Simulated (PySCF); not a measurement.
Species: GeH₈SSi₂.
Numbering: `[SH:1][SiH2:2][SiH2:3][GeH3:4]` (hydrogens: H5 on S1; H6, H7 on Si2; H8, H9 on Si3; H10, H11, H12 on Ge4)

Geometry (PBE0-D3(BJ)/def2-SVP, Å), atoms numbered from 1 in this order:
```
atom  x, y, z in Å
S1     2.5836   -0.9692    0.3468
Si2    1.4964    0.8476    0.7550
Si3   -0.3485    0.9714   -0.6834
Ge4   -1.7045   -0.9579   -0.3304
H5     1.5098   -1.7830    0.4544
H6     2.4881    1.9360    0.5101
H7     1.0445    0.9215    2.1798
H8    -1.1630    2.1996   -0.4162
H9     0.1286    0.9997   -2.1004
H10   -0.8947   -2.2309   -0.6451
H11   -2.1429   -1.0214    1.1450
H12   -2.9568   -0.9418   -1.2240
```

Jobs on this species (12 atoms, 84 electrons) with PySCF (density fitting). Hardware of each: Arm Neoverse V2, one thread, no GPU, shared host. The host was shared with other jobs, so the times are rough. Peak memory is the resident size of the whole Python process, interpreter and libraries included.

| level and settings | work | basis functions | SCF cycles | wall time | peak memory |
| --- | --- | --- | --- | --- | --- |
| delta-SCF UKS HF, pcX-2 on the ionised atom, pcseg-1 elsewhere, spin-free X2C | ΔSCF core ionisation, 6 holes | 163 | ? | ? | ? |
| delta-SCF UKS SCAN, pcX-2 on the ionised atom, pcseg-1 elsewhere, spin-free X2C | ΔSCF core ionisation, 6 holes | 163 | 77 | 26 s | 0.54 GiB |
| delta-SCF UKS SCAN, pcX-1 on the ionised atom, pcseg-1 elsewhere, spin-free X2C | ΔSCF core ionisation, 6 holes | 143 | 76 | 21 s | 0.45 GiB |
| delta-SCF UKS PBE0, pcX-2 on the ionised atom, pcseg-1 elsewhere, spin-free X2C | ΔSCF core ionisation, 6 holes | 163 | 65 | 40 s | 0.70 GiB |
| PBE0-D3(BJ)/def2-SVP, grid level 1 | geometry optimisation from a GFN2-xTB start shaken at random | 126 | 30 | 30 s | 0.53 GiB |
| delta-SCF UKS PBE, pcX-2 on the ionised atom, pcseg-1 elsewhere, spin-free X2C | ΔSCF core ionisation, 6 holes | 163 | 79 | 17 s | 0.57 GiB |
| delta-SCF UKS SCAN, pcX-2 on the ionised atom, pcseg-1 elsewhere, non-relativistic | ΔSCF core ionisation, 6 holes | 163 | 76 | 25 s | 0.56 GiB |
| delta-SCF UKS B3LYP, pcX-2 on the ionised atom, pcseg-1 elsewhere, spin-free X2C | ΔSCF core ionisation, 6 holes | 163 | 68 | 41 s | 0.74 GiB |
| delta-SCF UKS SCAN, def2-TZVP on the ionised atom, pcseg-1 elsewhere, spin-free X2C | ΔSCF core ionisation, 6 holes | 140 | 74 | 24 s | 0.45 GiB |

Problem. Fill in the missing figures.

Solution. 
- delta-SCF UKS HF, pcX-2 on the ionised atom, pcseg-1 elsewhere, spin-free X2C; ΔSCF core ionisation, 6 holes: 28 s, 0.67 GiB, 67 SCF cycles

Problem. What do all jobs in the table cost together?

Solution. About 4.2 min; the longest takes about 16 % of that, and about 2.4 times as long as the shortest.
